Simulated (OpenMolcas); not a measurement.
## Sn: the spin-orbit constant, thermal populations, worked from levels

```yaml
Program: OpenMolcas
Basis: ANO-RCC-VTZP [7s6p4d2f1g]
Scalar_Hamiltonian: DKH2, point nucleus
Active_space: 2 electrons in 3 orbitals (5p)
State_averaging: 2S+1 = 3 even, 3 roots; 2S+1 = 1 even, 6 roots
Spin-orbit_coupling: RASSI with atomic mean-field integrals over the reference wave functions, term energies averaged over their components
```

Methods: CASSCF; SS-CASPT2, IPEA 0.25 Eh, imaginary shift 0.1 Eh (closed shells correlated: 4d 5s). Measured levels: NIST Handbook of Basic Atomic Spectroscopic Data.

**The spin-orbit constant.** For the Hund term 3P of p2, E(J) = (A/2) J(J+1) + constant and ζ = 2S·A = 2A. From J = 0 to J = 2 the energy changes by 3 A.

```tsv
Source	E(2) - E(0)	A	ζ
CASSCF	3044.6	1014.9	2030
SS-CASPT2	3049.4	1016.5	2033
measured	3427.7	1142.6	2285
```

All in cm-1. SS-CASPT2 is off by -11.0 % and CASSCF by -11.2 %. Both methods take the spin-orbit matrix elements from the reference wave functions, so the second can move ζ only through the term energies and any multistate remixing. Second-order mixing with other terms is absorbed into this ζ.

**Thermal populations.** Z = Σ (2J + 1) exp(-E/kT) with k = 0.695035 cm-1/K, over the levels below. No other level of either list lies under 34600 cm-1, which is above 7 kT at each temperature.

```csv
Level,2J + 1,SS-CASPT2,measured
5s2 5p2 3P0,1,0.0,0.0
5s2 5p2 3P1,3,1429,1692
5s2 5p2 3P2,5,3050,3428
5s2 5p2 1D2,5,8780,8613
5s2 5p2 1S0,1,17590,17162
```

```json
{"T (K)": "2000", "Z, SS-CASPT2": "2.639", "Z, measured levels": "2.323", "Ground level (%), SS-CASPT2": "37.9", "Ground level (%), measured levels": "43.0"}
{"T (K)": "3000", "Z, SS-CASPT2": "3.744", "Z, measured levels": "3.379", "Ground level (%), SS-CASPT2": "26.7", "Ground level (%), measured levels": "29.6"}
{"T (K)": "5000", "Z, SS-CASPT2": "5.473", "Z, measured levels": "5.135", "Ground level (%), SS-CASPT2": "18.3", "Ground level (%), measured levels": "19.5"}
```

At 5000 K, kT = 3475 cm-1, and the computed levels give Z = 1.000 + 1.989 + 2.079 + 0.400 + 0.006 = 5.473.

CASPT2 breaks the degeneracy within a term, and the mean is taken; among the terms shown or strongly mixed into the levels shown the widest spread is 79 cm-1 (5s2 5p2 1D, SS-CASPT2). With the s shell closed, the reference lacks s² → p² mixing. Computed and measured levels are paired by configuration, term and J; levels that our copy of the source lacks, or whose pairing is in doubt (as where it misses far off the trend of its configuration), stay unpaired and out of the deviations. Levels of configurations outside the active space are missing.
